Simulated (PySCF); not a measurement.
HI, triplet, geometry from GFN2-xTB of the parent state (a higher spin typed on purpose: for a closed-shell molecule this is an excited state) (core potentials on I); BLYP/def2-TZVP (PySCF).

Input for PySCF:
```python
from pyscf import gto, scf, dft

mol = gto.M(
    atom='''
I    -0.000000   -0.000000   -0.029099
H     0.000000    0.000000    1.542226
''',
    basis='def2-tzvp',
    ecp={'I': 'def2-tzvp'},
    charge=0,
    spin=2,
    verbose=4,
)

mf = dft.ROKS(mol)
mf.xc = 'blyp'
mf.kernel()
mf.analyze()
```

What the program printed (banner, timings and long lists left out):

```
PySCF version 2.14.0

[INPUT] verbose = 4
[INPUT] num. atoms = 2
[INPUT] num. electrons = 26
[INPUT] charge = 0
[INPUT] spin (= nelec alpha-beta = 2S) = 2
[INPUT] symmetry False subgroup None
[INPUT] Mole.unit = angstrom
[INPUT] Symbol           X                Y                Z      unit          X                Y                Z       unit  Magmom
[...]
nuclear repulsion = 8.41928326285142
number of shells = 20
number of NR pGTOs = 103
number of NR cGTOs = 56
basis = def2-tzvp
ecp = {'I': 'def2-tzvp'}

******** <class 'pyscf.dft.roks.ROKS'> ********
method = ROKS
initial guess = minao
damping factor = 0
level_shift factor = 0
DIIS = <class 'pyscf.scf.diis.CDIIS'>
diis_start_cycle = 1
diis_space = 8
diis_damp = 0
SCF conv_tol = 1e-09
SCF conv_tol_grad = None
SCF max_cycles = 50
direct_scf = True
direct_scf_tol = 1e-13
num. doubly occ = 12  num. singly occ = 2
XC library pyscf.dft.libxc version 7.1.2
    S. Lehtola, C. Steigemann, M. J. T. Oliveira, and M. A. L. Marques,  SoftwareX 7, 1–5 (2018)
XC functionals = blyp
    A. D. Becke,  Phys. Rev. A 38, 3098 (1988)
    C. Lee, W. Yang, and R. G. Parr,  Phys. Rev. B 37, 785 (1988)
    B. Miehlich, A. Savin, H. Stoll, and H. Preuss,  Chem. Phys. Lett. 157, 200 (1989)
radial grids:
    Treutler-Ahlrichs [JCP 102, 346 (1995); DOI:10.1063/1.469408] (M4) radial grids

becke partition: Becke, JCP 88, 2547 (1988); DOI:10.1063/1.454033
pruning grids: <function nwchem_prune>
grids dens level: 3
symmetrized grids: False
atomic radii adjust function: <function treutler_atomic_radii_adjust>
small_rho_cutoff = 0
Set gradient conv threshold to 3.16228e-05
tot grids = 31768
init E= -256.332024769334
[...]
cycle= 1 E= -296.38317420968  delta_E= -40.1  |g|= 3.36  |ddm|= 13.2
[...]
cycle= 2 E= -296.141006492062  delta_E= 0.242  |g|= 3.74  |ddm|= 10.2
[...]
cycle= 3 E= -298.049613676361  delta_E= -1.91  |g|= 0.137  |ddm|= 6.85
[...]
cycle= 4 E= -298.04363915225  delta_E= 0.00597  |g|= 0.204  |ddm|= 1.28
[...]
cycle= 5 E= -298.053174792084  delta_E= -0.00954  |g|= 0.0939  |ddm|= 0.163
[...]
cycle= 6 E= -298.052371625224  delta_E= 0.000803  |g|= 0.109  |ddm|= 1.08
[...]
cycle= 7 E= -298.05291264328  delta_E= -0.000541  |g|= 0.0989  |ddm|= 0.0723
[...]
cycle= 8 E= -298.051906546672  delta_E= 0.00101  |g|= 0.113  |ddm|= 0.0194
[...]
cycle= 9 E= -298.050853583116  delta_E= 0.00105  |g|= 0.126  |ddm|=  1.1
[...]
cycle= 10 E= -298.051089144085  delta_E= -0.000236  |g|= 0.123  |ddm|= 0.00387
[...]
cycle= 11 E= -298.053203058443  delta_E= -0.00211  |g|= 0.0945  |ddm|= 1.09
[...]
cycle= 12 E= -298.053356435399  delta_E= -0.000153  |g|= 0.0921  |ddm|= 0.0946
[...]
cycle= 13 E= -298.052318685576  delta_E= 0.00104  |g|= 0.107  |ddm|= 1.09
[...]
cycle= 14 E= -298.053929774341  delta_E= -0.00161  |g|= 0.0823  |ddm|= 1.08
[...]
cycle= 15 E= -298.054045394426  delta_E= -0.000116  |g|= 0.0783  |ddm|= 0.567
[...]
cycle= 16 E= -298.051565866894  delta_E= 0.00248  |g|= 0.117  |ddm|= 0.482
[...]
cycle= 17 E= -298.05412166024  delta_E= -0.00256  |g|= 0.0783  |ddm|= 0.121
[...]
cycle= 18 E= -298.051004845621  delta_E= 0.00312  |g|= 0.124  |ddm|= 1.09
[...]
cycle= 19 E= -298.047602983576  delta_E= 0.0034  |g|= 0.159  |ddm|= 0.0494
[...]
cycle= 20 E= -298.051666368232  delta_E= -0.00406  |g|= 0.116  |ddm|= 0.0933
[...]
cycle= 21 E= -298.050329373201  delta_E= 0.00134  |g|= 0.131  |ddm|= 0.0275
[...]
cycle= 22 E= -298.052760304803  delta_E= -0.00243  |g|=  0.1  |ddm|= 0.0473
[...]
cycle= 23 E= -298.050094878232  delta_E= 0.00267  |g|= 0.134  |ddm|=  1.1
[...]
cycle= 24 E= -298.047121542863  delta_E= 0.00297  |g|= 0.164  |ddm|= 0.0403
[...]
cycle= 25 E= -298.046859550606  delta_E= 0.000262  |g|= 0.166  |ddm|= 0.00369
[...]
cycle= 26 E= -298.047378262679  delta_E= -0.000519  |g|= 0.161  |ddm|= 0.0066
[...]
cycle= 27 E= -298.052300316359  delta_E= -0.00492  |g|= 0.107  |ddm|= 0.162
[...]
cycle= 28 E= -298.051434974604  delta_E= 0.000865  |g|= 0.119  |ddm|= 0.113
[...]
cycle= 29 E= -298.051123241421  delta_E= 0.000312  |g|= 0.123  |ddm|= 0.00538
[...]
cycle= 30 E= -298.048638869577  delta_E= 0.00248  |g|= 0.149  |ddm|= 1.11
[...]
cycle= 31 E= -298.048587031349  delta_E= 5.18e-05  |g|= 0.15  |ddm|= 0.00645
[...]
cycle= 32 E= -298.048602320525  delta_E= -1.53e-05  |g|= 0.15  |ddm|= 0.013
[...]
cycle= 33 E= -298.04844016634  delta_E= 0.000162  |g|= 0.151  |ddm|= 0.018
[...]
cycle= 34 E= -298.048585076455  delta_E= -0.000145  |g|= 0.15  |ddm|= 0.0432
[...]
cycle= 35 E= -298.048830592754  delta_E= -0.000246  |g|= 0.148  |ddm|= 0.00577
[...]
cycle= 36 E= -298.049692844971  delta_E= -0.000862  |g|= 0.139  |ddm|= 0.149
[...]
cycle= 37 E= -298.050494831423  delta_E= -0.000802  |g|= 0.13  |ddm|= 1.11
[...]
cycle= 38 E= -298.050532801911  delta_E= -3.8e-05  |g|= 0.129  |ddm|= 0.0141
[...]
cycle= 39 E= -298.050842783066  delta_E= -0.00031  |g|= 0.125  |ddm|= 0.0998
[...]
cycle= 40 E= -298.052041522363  delta_E= -0.0012  |g|= 0.111  |ddm|= 0.134
[...]
cycle= 41 E= -298.053813954993  delta_E= -0.00177  |g|= 0.0821  |ddm|= 0.896
[...]
cycle= 42 E= -298.052874254289  delta_E= 0.00094  |g|= 0.0965  |ddm|= 0.89
[...]
cycle= 43 E= -298.053139742347  delta_E= -0.000265  |g|= 0.0934  |ddm|= 0.112
[...]
cycle= 44 E= -298.053968104473  delta_E= -0.000828  |g|= 0.081  |ddm|= 1.08
[...]
cycle= 45 E= -298.050307881636  delta_E= 0.00366  |g|= 0.132  |ddm|= 1.09
[...]
cycle= 46 E= -298.052215928182  delta_E= -0.00191  |g|= 0.108  |ddm|= 0.032
[...]
cycle= 47 E= -298.052033007388  delta_E= 0.000183  |g|= 0.111  |ddm|=  1.1
[...]
cycle= 48 E= -298.050489691722  delta_E= 0.00154  |g|= 0.13  |ddm|= 0.0382
[...]
cycle= 49 E= -298.050781393026  delta_E= -0.000292  |g|= 0.127  |ddm|= 0.00959
[...]
cycle= 50 E= -298.052971836483  delta_E= -0.00219  |g|= 0.0982  |ddm|= 0.0556
SCF not converged.
SCF energy = -298.052971836483
**** SCF Summaries ****
Total Energy =                        -298.052971836483493
Nuclear Repulsion Energy =               8.419283262851415
One-electron Energy =                 -533.871065703002614
Two-electron Energy =                  227.398810603667670
Two-electron Coulomb Energy =          249.920885987447548
DFT Exchange-Correlation Energy =      -22.522075383779889
HOMO-LUMO gap [eV] =                     4.265588312263271
**** MO energy ****
                Roothaan           | alpha              | beta
[...]
WARN: Weak orthogonality for localized orbitals 1.102698223250562e-09

Dipole moment(X, Y, Z, Debye):  0.00000, -0.00000, -0.35717
```

The run did not converge; its last values are not results.
